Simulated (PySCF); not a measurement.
Where the electron goes

Species: (FAlAsH)3 ring, Al3As3F3H3.
Geometry (PBE0-D3(BJ)/def2-SVP, Å), atoms numbered from 1 in this order:
```
atom  x, y, z in Å
Al1    0.627   -1.395    1.182
F2     0.078   -2.019    2.629
As3   -0.497   -2.200   -0.814
Al4   -1.796   -0.158   -0.644
F5    -3.290   -0.296    0.086
As6   -1.000    2.037   -1.250
Al7    1.136    0.984   -0.820
F8     1.978    0.569   -2.209
As9    2.286    0.353    1.214
H10    0.531   -1.422   -1.653
H11   -1.215    2.370    0.231
H12    1.277    1.094    2.099
```

The calculation used TDDFT CAM-B3LYP/def2-SVPD, vertical, gas phase, core orbitals frozen in the response in PySCF 2.14.0, density-fitted response routines. The CAM-B3LYP/def2-SVPD calculation is non-relativistic and has no spin–orbit coupling, an omission that weighs most on arsenic.

Kohn–Sham orbitals with the atoms that hold most of them (Löwdin shares over 4%, at most four atoms; ? is withheld):

```
orbital  ε (eV)                               atoms
 HOMO-3  -10.50  As9 22%, As6 22%, Al7 18%, As3 10%
 HOMO-2   -8.90  As3 22%, As6 20%, As9 20%, Al4 10%
 HOMO-1   -8.61   As3 41%, As6 17%, As9 16%, Al4 8%
   HOMO   -8.59   As9 34%, As6 33%, Al7 12%, As3 5%
   LUMO       ?  Al4 23%, Al1 22%, As3 16%, Al7 11%
 LUMO+1   -1.12  Al1 19%, Al4 19%, Al7 15%, As3 14%
 LUMO+2   -0.38  Al7 26%, As3 13%, As6 13%, As9 13%
```

Task: What is the LUMO energy, and the HOMO–LUMO gap?

Result: ε(LUMO) = -1.80 eV; the gap is 6.79 eV (0.2496 hartree).

Task: The HOMO–LUMO gap is 6.79 eV. Where does the response calculation put the lowest singlet, and from which orbitals?

Result: S1 is at 3.88 eV (f = 0.0052), 2.91 eV below the gap, made of HOMO-1→LUMO (95%). 

Task: One configuration dominates each of S3 and S6. Which, and how do the shares of the two leading atoms of either orbital change from the occupied to the empty one?

Result: 
- S3 (4.11 eV, f 0.0000), HOMO-2→LUMO (74%): As3 22% → 16%, As6 20% → at most 11%, Al4 10% → 23%, Al1 at most 11% → 22%
- S6 (4.86 eV, f 0.0023), HOMO-2→LUMO+1 (89%): As3 22% → 14%, As6 20% → at most 15%, Al1 at most 11% → 19%, Al4 10% → 19%

Löwdin shares depend on the basis, the more so with diffuse functions.

One conformer stands for the species.
